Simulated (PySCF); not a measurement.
**Induced dipoles and field energies**

C₆H₁₂O₂.
Cartesian coordinates in Å at the PBE0-D3(BJ)/def2-SVP level; atoms count from 1:
```
atom  x, y, z in Å
C1    -1.747    0.968    0.128
C2    -1.184    0.578   -1.232
C3    -2.232   -0.036   -2.136
O4    -0.140   -0.370   -1.124
C5     1.024    0.078   -0.522
C6     2.209   -0.876   -0.663
O7     2.445   -0.863    0.742
C8     1.231   -0.162    0.986
H9    -2.583    1.674    0.011
H10   -2.117    0.077    0.658
H11   -0.989    1.457    0.759
H12   -0.777    1.490   -1.718
H13   -3.062    0.664   -2.307
H14   -2.635   -0.953   -1.680
H15   -1.789   -0.303   -3.106
H16    1.254    1.117   -0.828
H17    1.891   -1.866   -1.038
H18    3.079   -0.527   -1.245
H19    1.377    0.723    1.631
H20    0.446   -0.806    1.421
```

Level: PBE0/def2-SVPD (PySCF); nuclei fixed, core orbitals frozen in the response. Permanent dipole (-1.652, 1.827, -0.830) D (1 au = 2.5417 D). Static polarisability (au):

```
x   88.39 -5.32  3.31
y   -5.32 72.54  2.55
z    3.31  2.55 80.08
```

Only the terms in μ and α are kept: μ(F) = μ + αF and ΔE = −μ·F − ½ F·αF.

Problem. What do fields of 0.051 V/Å (0.001 au) along the six axis directions do?

Solution. 
```csv
field along,induced x (D),induced y (D),induced z (D),total size (D),−μ·F (kJ/mol),−½F·αF (kJ/mol)
+x,0.225,-0.014,0.008,2.450,+1.706,-0.116
−x,-0.225,0.014,-0.008,2.759,-1.706,-0.116
+y,-0.014,0.184,0.006,2.738,-1.887,-0.095
−y,0.014,-0.184,-0.006,2.466,+1.887,-0.095
+z,0.008,0.006,0.204,2.541,+0.857,-0.105
−z,-0.008,-0.006,-0.204,2.672,-0.857,-0.105
```

Problem. For the field (-0.0002, 0.0009, 0.0001) au, what is the induced dipole, and what angle does it make with the field?

Solution. αF = (-0.056, 0.169, 0.025) D, at 6.0° to the field. The polarisability along this direction, F·αF/F², is 75.97 au, against a mean of 80.33 au.

Problem. Which field along μ doubles the dipole in that direction (linear response)?

Solution. The polarisability along the dipole is 84.66 au, so F = 1.0226 au / 84.66 au = 0.0121 au = 0.62 V/Å; higher-order terms are ignored.

Problem. What field makes μF equal to kT at 400 K?

Solution. kT = 1.2667 × 10⁻³ Eh, so F = 0.00124 au = 6.37 MV/cm.

Problem. A unit point charge sits 20 Å away. Estimate the induction energy −αe²/2R⁴ with the mean polarisability, treating the molecule as a point.

Solution. R = 37.79 bohr, so the energy is −80.3/(2 × 37.79⁴) Eh = -0.0517 kJ/mol. The charge–dipole term at its most favourable orientation, −μe/R², is -1.88 kJ/mol.

One conformer (not necessarily the lowest) at the PBE0-D3(BJ)/def2-SVP geometry, without solvent, vibrations or thermal averaging.
